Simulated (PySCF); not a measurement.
# Static response to an electric field

Species: C₄H₇ClOSi.
Structure used (GFN2-xTB), in Å, numbered top down from 1:
```xyz
14
C4H7ClOSi angstrom
C      2.049    0.607   -0.661
C      1.052    0.029   -0.022
C      0.927   -1.354    0.556
O     -0.394   -1.249    1.104
Si    -0.708    0.315    0.616
C     -2.153    0.497   -0.593
Cl    -0.954    1.562    2.182
H      2.977    0.090   -0.857
H      1.980    1.622   -1.012
H      1.638   -1.575    1.354
H      0.951   -2.152   -0.188
H     -1.990   -0.066   -1.506
H     -3.071    0.136   -0.137
H     -2.304    1.538   -0.859
```

Level: wB97X-D/def2-SVPD (PySCF), static field, nuclei fixed, core orbitals frozen in the response. The polarisability tensor in these axes (au):

```
x   96.27 -2.81 -7.97
y   -2.81 80.66  1.48
z   -7.97  1.48 81.60
```

Task: Give the principal values, the mean and the anisotropy Δα = √{½[(α1 − α2)² + (α2 − α3)² + (α1 − α3)²]}.

Result: Principal values 78.08, 80.17 and 100.28 au; mean 86.18 au = 12.77 Å³ = 14.21 × 10⁻⁴⁰ C²·m²/J; Δα = 21.23 au (25 % of the mean).

Task: What is the dipole moment, and where does it point?

Result: (0.65, 0.30, -2.20) D, 2.31 D in size, pointing from the negative to the positive side. Measured along this direction, the outermost atoms are Cl7 at the negative end and H9 and H8 at the positive end.

Task: Give the principal axes and the span of the nuclei along them.

Result: Largest value along (0.90, -0.16, -0.40), where the nuclei span 5.76 Å; middle along (0.19, 0.98, 0.04), 3.87 Å; least along (0.38, -0.11, 0.92), 4.18 Å. The strongest response lies along the longest span, while the other two are in reverse order.

Task: What molar refraction does this α imply?

Result: Lorentz–Lorenz: R = (4π/3)N_A α = 2.5225 cm³/(mol·Å³) × 12.77 Å³ = 32.2 cm³/mol, in the limit of long wavelengths.

Task: What would n − 1 = 2πNα be for an ideal gas of these molecules at 298.15 K and 1 atm, electronic part alone?

Result: N = p/kT = 2.4615 × 10¹⁹ cm⁻³, so n − 1 = 2π × N × 12.77 × 10⁻²⁴ cm³ = 1975 × 10⁻⁶ at long wavelengths, for an ideal gas.

Task: Find the Langevin capture rate constant for H3+ (3.023 u) meeting this molecule (133.995 u), k = 2.342 × 10⁻⁹ cm³/s × √(α in Å³ / reduced mass in u).

Result: The reduced mass is 2.96 u, so k = 4.87 × 10⁻⁹ cm³/s. The formula leaves out the permanent dipole, which adds to the capture rate.

Task: Sum over states: ᾱ = Σ f/ω², ω in Eh. What share falls to these 8 lowest TDDFT singlets (eV, f)? 6.16, 0.0037; 6.70, 0.1749; 7.16, 0.0127; 7.27, 0.2761; 7.41, 0.0127; 7.53, 0.0394; 7.73, 0.0372; 7.98, 0.0050.

Result: They add up to 8.22 au, 9.5 % of the 86.18 au; the largest single term is 3.87 au, from the state at 7.27 eV. Terms in order: 0.07, 2.89, 0.18, 3.87, 0.17, 0.52, 0.46, 0.06 au. Higher excitations give the rest. The strengths listed sum to 0.562.

Isolated species at its GFN2-xTB geometry, gas phase.

The pairwise dispersion term of wB97X-D wasn't added to the energies; at a given geometry it leaves orbitals and properties as they are.
